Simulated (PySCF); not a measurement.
Isomers of C3H8N2OSi, one GFN2-xTB conformer each. Single-point energies are computed at PBE0/pcSseg-1 (PySCF, gas phase, no added dispersion term), electronic only.

Question: Rank them by PBE0/pcSseg-1 energy, lowest first (kcal/mol).
A. `[CH3:1][CH2:2][O:3][Si@H:4]([NH2:5])[C:6]#[N:7]` with C1–C2–O3–Si4 -176°, C2–O3–Si4–N5 -57°, O3–Si4–N5–H -39° and 180°
B. `[CH2:1]=[CH:2][NH:3][C:4](=[O:5])[SiH2:6][NH2:7]` with C1–C2–N3–C4 180°, C2–N3–C4–O5 0°, N3–C4–Si6–N7 -27°, C4–Si6–N7–H -57° and 169°

Answer: A (0.0), B (25.2).

As drawn, the lower has a C≡N group and an Si–O bond, which the higher lacks; the higher has a C=O bond, a C(=O)–N unit and a C=C bond outside aromatic rings, which the lower lacks. GFN2-xTB itself gives, in the same order: 0.0, 15.4. Both levels put the same isomer lowest.

Q: Which frontier levels, dipoles and rotational constants go with these structures?

A: 
```json
{"SMILES": "CCO[Si@H](N)C#N", "HOMO (eV, PBE0/pcSseg-1)": "-8.23", "LUMO (eV)": "-0.16", "dipole (D)": "4.71", "A, B, C (MHz)": "3252, 1281, 988.2"}
{"SMILES": "C=CNC(=O)[SiH2]N", "HOMO (eV, PBE0/pcSseg-1)": "-6.66", "LUMO (eV)": "-0.73", "dipole (D)": "4.12", "A, B, C (MHz)": "3823, 1258, 975.4"}
```
